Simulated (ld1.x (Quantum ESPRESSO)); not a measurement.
An all-electron radial function and its pseudo partner (C (Z = 6))

Columns: radius, all-electron u(r) and pseudo u(r) of the 2p shell (level -31.82 eV) of carbon in the configuration [He] 2s2 2p0; BLYP, scalar-relativistic, TM semilocal scheme, ld1.x (Quantum ESPRESSO) 7.5.

| r (bohr) | all-electron | pseudo |
| --- | --- | --- |
| 0.072 | 0.0361 | 0.0168 |
| 0.145 | 0.1194 | 0.0667 |
| 0.217 | 0.2212 | 0.1439 |
| 0.290 | 0.3290 | 0.2433 |
| 0.362 | 0.4308 | 0.3536 |
| 0.435 | 0.5246 | 0.4681 |
| 0.507 | 0.6053 | 0.5749 |
| 0.580 | 0.6742 | 0.6695 |
| 0.652 | 0.7294 | 0.7446 |
| 0.725 | 0.7733 | 0.8005 |
| 0.798 | 0.8060 | 0.8368 |
| 0.870 | 0.8278 | 0.8558 |
| 0.942 | 0.8400 | 0.8618 |
| 1.015 | 0.8435 | 0.8580 |
| 1.088 | 0.8393 | 0.8474 |
| 1.160 | 0.8287 | 0.8324 |
| 1.232 | 0.8128 | 0.8140 |
| 1.305 | 0.7922 | 0.7924 |
| 1.378 | 0.7681 | 0.7681 |
| 1.450 | 0.7415 | 0.7415 |
| 1.522 | 0.7130 | 0.7130 |
| 1.595 | 0.6827 | 0.6827 |
| 1.668 | 0.6515 | 0.6515 |
| 1.740 | 0.6202 | 0.6202 |
| 1.812 | 0.5889 | 0.5889 |
| 1.885 | 0.5574 | 0.5574 |

(1) How many radial nodes do the two functions have?

(2) At about which radius was the pseudo-wave matched?

(3) Where does each function peak?

(4) Is the pseudo-wave norm-conserving?

Answers

(1) The all-electron 2p function has n − l − 1 = 0; the pseudo-wave has 0.

(2) 1.45 bohr. The columns agree to 0.0005 from 1.30 bohr on; several derivatives are matched, so the curves merge somewhat inside the radius.

(3) Outermost all-electron maximum near 1.01 bohr, pseudo maximum near 0.94 bohr (to the table’s step).

(4) Yes: the TM semilocal scheme keeps the norm inside the radius equal to the all-electron one, which fixes the energy derivative of the logarithmic derivative at the level.
